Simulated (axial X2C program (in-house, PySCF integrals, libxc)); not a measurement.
Potential curves of RbP⁻, 2c

Calculated with an in-house relativistic program for diatomic molecules. Two-component (2c) means X2C with spin–orbit coupling and atomic mean-field two-electron Coulomb and Gaunt terms. Basis: Rb dyall-acv3z [13s14p9d4f1g], P dyall-av3z [9s8p3d2f] (cores contracted in-house); Gaussian nuclei, density fitting, unrestricted open shells. Masses: Rb 84.912 u, P 30.974 u.

State: Ω = 3/2 (⟨Sz⟩ = 1.50, ⟨Lz⟩ = 0.00 at HF). Energies in cm⁻¹ from the fragments at the same level (Rb + P-). Fits are polynomials in 1 − R0/R over 0.85 to 1.23 times the lowest point R0.

```csv
R (Å),CCSD,MP2,BHandHLYP,CCSD(T)
2.8997,,-6467,-6274,
3.0330,-7823,-7660,-7495,-7440
3.1330,-8368,-8161,-8021,-7972
3.2330,-8663,-8418,-8302,-8257
3.3330,-8771,-8494,-8401,-8357
3.4497,-8725,-8417,-8349,-8305
3.5663,-8549,-8216,-8172,-8124
3.7163,-8199,-7841,-7823,-7770
3.8996,,-7287,-7297,
4.1662,,-6418,-6465,
```

Correlated methods: 15 electrons correlated (number of frozen shells: Rb 3 s, 2 p, 1 d; P 2 s, 1 p), 281 virtual spin orbitals or spinors in MP2, 90 natural virtuals in coupled cluster.

The state is a single determinant with fixed occupations, the lowest that a limited PBE0 search found. De is counted from the lowest determinant-based energies of the atoms at the same level, without counterpoise correction. Density functionals use the spin component along the axis (collinear). CCSD and (T) use frozen natural virtuals with an MP2 correction for the truncation; (T) itself is uncorrected, so its De runs slightly low. In 2c an atomic determinant is not the ground J level, so De misses part of the atomic spin–orbit lowering. This holds for CCSD, BHandHLYP. Other states lie close and PBE0, whose exact exchange favours high spin, may order them wrongly; the determinant shown need not be the ground state. The nearest other spin-free determinant of the search, M_S = 1/2, Λ = 0, lies 0.02 eV up at the distance of the search. Without a current term, density functionals place determinants with orbital angular momentum somewhat too high. With several unpaired electrons one determinant need not be a pure state. A state of lower Ω lies just above, and one determinant can place such states too high, so the state shown need not be the lowest. The search has Ω = 1/2 only 0.02 eV up. The highest occupied level of some functionals is positive through self-interaction error; at Hartree–Fock it is bound. This is the top spin component of a Σ state; components of lower Ω are not single determinants and can lie lower. Coupled cluster ran on the points near the minimum only. MP2 and coupled cluster on one determinant become unreliable at the stretched end.

Q: What are Re, ωe and De at the CCSD level?

A: At CCSD, 2c: Re = 3.357 Å, ωe ≈ 138 cm⁻¹, De = 1.09 eV to Rb + P-; Be follows as 0.0659 cm⁻¹.

Q: What are Re, ωe and De at the MP2 level?

A: At MP2, 2c: Re = 3.335 Å, ωe ≈ 140 cm⁻¹, De = 1.05 eV to Rb + P-; Be follows as 0.0668 cm⁻¹.

Q: Fit the BHandHLYP curve near its minimum: give the equilibrium distance, the harmonic wavenumber and the well depth.

A: At BHandHLYP, 2c: Re = 3.352 Å, ωe ≈ 137 cm⁻¹, De = 1.04 eV to Rb + P-; Be follows as 0.0661 cm⁻¹.

Q: Fit the CCSD(T) curve near its minimum: give the equilibrium distance, the harmonic wavenumber and the well depth.

A: At CCSD(T), 2c: Re = 3.352 Å, ωe ≈ 138 cm⁻¹, De = 1.04 eV to Rb + P-; Be follows as 0.0661 cm⁻¹.
